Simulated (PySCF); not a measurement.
Orbital picture of BAs

CAM-B3LYP at R = 1.857 Å; B 6-31G(d,p), As 6-31G(d,p); no relativity (PySCF 2.14). State: ³Π (triplet), unpaired electrons σ ↑, π ↑. Only the outer orbitals are listed, counted within each symmetry.

| spin | orbital | occ. | ε (eV) | on B (%) | main shells (%) |
| --- | --- | --- | --- | --- | --- |
| α | 8σ | 1 | -19.42 | 23 | 73 As s, 18 B s |
| α | 9σ | 1 | -12.49 | 55 | 51 B s, 25 As p, 19 As s |
| α | 10σ | 1 | -8.82 | 63 | 51 B p, 31 As p, 12 B s |
| α | 4π | 1 | -8.81 | 27 | 72 As p, 27 B p |
| α | 4π | 1 | -8.03 | 33 | 66 As p, 33 B p |
| α | 5π | 0 | -0.59 | 70 | 70 B p, 28 As p |
| α | 5π | 0 | -0.14 | 64 | 64 B p, 34 As p |
| α | 11σ | 0 | 3.57 | 4 | 85 As p, 8 B p |
| β | 8σ | 1 | -18.19 | 22 | 74 As s, 17 B s |
| β | 9σ | 1 | -10.91 | 39 | 39 As p, 37 B s, 21 As s |
| β | 4π | 1 | -7.68 | 25 | 74 As p, 25 B p |
| β | 4π | 0 | -3.16 | 26 | 73 As p, 26 B p |
| β | 10σ | 0 | -2.09 | 77 | 46 B p, 31 B s, 18 As p |
| β | 5π | 0 | 0.57 | 71 | 72 B p, 26 As p |

**Question.** Which are the highest filled and the lowest empty level, where do they sit, and how wide is the gap?

**Answer.** Highest filled β 4π at -7.68 eV (in %: 74 As p, 25 B p); lowest empty β 4π at -3.16 eV (in %: 73 As p, 26 B p); the gap at CAM-B3LYP is 4.52 eV. Both belong to one degenerate shell, split only by its one-sided filling, so this is no excitation gap.

```json
{
  "bond order (Mayer)": "2.22",
  "⟨S²⟩": "2.010",
  "charge on B (Mulliken, basis-dependent)": "0.13",
  "charge on B (Löwdin, basis-dependent)": "0.00",
  "dipole moment (positive dipole means B(−)As(+))": "-0.38 D",
  "polarisability along the bond": "58.0 bohr³",
  "polarisability across the bond": "26.5 bohr³"
}
```

Spin–orbit coupling is left out. The state is the lowest determinant that a PBE0 search found; another state may lie lower at other levels.
